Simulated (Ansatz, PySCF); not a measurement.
F3HOTi, SMILES [Ti]([F])([F])([OH])[F], multiplicity 1. Atoms are numbered in the order given.

```xyz
6

Ti     0.0000     0.0000    -0.0087
F     -1.4132     0.8159    -0.6027
F      0.0000    -1.6318    -0.6027
F      1.4132     0.8159    -0.6027
O      0.0000     0.0000     1.7227
H      0.0000     0.0000     2.6823
```

The structure is a stationary point at PBE0-D3(BJ)/def2-SVP. The geometry has at least one imaginary mode, so it is a saddle point at that level. The spin state was assumed, not searched. The values are those of a single conformer.

Vertical ionisation energy (IE) and electron affinity (EA) in eV. Rows of orbital energies are one-electron estimates. Where ΔSCF, EOM or ADC give a negative EA the extra electron is unbound and the value depends on the basis.

```tsv
level	IE	EA
−ε(HOMO), −ε(LUMO), HF/def2-TZVP (PySCF)	15.21	-1.71
−ε(HOMO), −ε(LUMO), PBE/def2-TZVP (PySCF)	8.83	3.15
ΔSCF, PBE0/def2-SVPD (Ansatz), final states of multiplicity 2 and 2	13.17	0.08
ΔSCF, PBE/def2-SVPD (Ansatz), final states of multiplicity 2 and 2	?	?
```

Problem. Some entries are withheld; supply them. (The exact figures need the calculation; the answer reports its results.)

Solution. 
- ΔSCF, PBE/def2-SVPD (Ansatz, a first-principles code), final states of multiplicity 2 and 2, IE: 12.71
- ΔSCF, PBE/def2-SVPD (Ansatz), final states of multiplicity 2 and 2, EA: -0.20

Problem. What vertical singlet–triplet gap does ΔSCF give with PBE0/def2-SVPD (Ansatz) and with PBE/def2-SVPD (Ansatz)? (An estimate is asked for; the answer gives what the named calculation found.)

Solution. 6.25 and 6.43 eV (triplet above singlet where positive).
